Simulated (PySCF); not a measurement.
PbI2 at several levels of theory

Computed with PySCF 2.14.0 (density fitting, no spin-orbit coupling) at the geometry relaxed with TPSS:

```xyz
3
PbI2 (singlet)
Pb    1.1194    0.0421    0.0000
I    -0.6395   -0.0241    2.2442
I    -0.6395   -0.0241   -2.2442
```

```
level                                            basis    state  HOMO (eV)  gap (eV)  charge on Pb1 (e)  dipole about the centre of mass (D)  largest force component (eV/Å)
 TPSS    Pb def2-SVP with ECP60, I def2-SVP with ECP28  singlet      -6.23      2.37               0.54                                 3.73                            0.06
 TPSS  Pb def2-TZVP with ECP60, I def2-TZVP with ECP28  singlet      -6.29      2.43               0.64                                 3.65                            0.14
 TPSS                      Pb x2c-SVPall, I x2c-SVPall  singlet      -6.15      2.34               0.56                                 3.52                            0.38
```

Charges are Mulliken's, which hang on the basis. The relaxation used the grid (50, 194), these runs (75, 302) or, all-electron (x2c bases, spin-free X2C Hamiltonian), (99, 590).

Question: Order these levels, in the first row's basis, by the HOMO–LUMO gap they give here, smallest first.
A. HF
B. PBE0
C. revPBE
D. PBE

Answer: D (2.23 eV), C (2.26 eV), B (3.85 eV), A (8.43 eV).

Question: And their other results?

Answer: 
```json
{"level": "PBE0", "state": "singlet", "HOMO (eV)": "-7.22", "gap (eV)": "3.85", "charge on Pb1 (e)": "0.57", "dipole about the centre of mass (D)": "3.98", "largest force component (eV/Å)": "0.18"}
{"level": "HF", "state": "singlet", "HOMO (eV)": "-9.29", "gap (eV)": "8.43", "charge on Pb1 (e)": "0.77", "dipole about the centre of mass (D)": "4.78", "largest force component (eV/Å)": "0.13"}
{"level": "revPBE", "state": "singlet", "HOMO (eV)": "-6.07", "gap (eV)": "2.26", "charge on Pb1 (e)": "0.51", "dipole about the centre of mass (D)": "3.60", "largest force component (eV/Å)": "0.22"}
{"level": "PBE", "state": "singlet", "HOMO (eV)": "-6.13", "gap (eV)": "2.23", "charge on Pb1 (e)": "0.49", "dipole about the centre of mass (D)": "3.51", "largest force component (eV/Å)": "0.08"}
```

In the first row's basis the gap widens with exact exchange: 2.2 to 2.4 eV for PBE, revPBE, TPSS (none); 3.8 eV for PBE0 (a fixed share); 8.4 eV for Hartree–Fock (rising or full at long range).

No frequency check is given that shows the relaxed geometry to be a minimum.
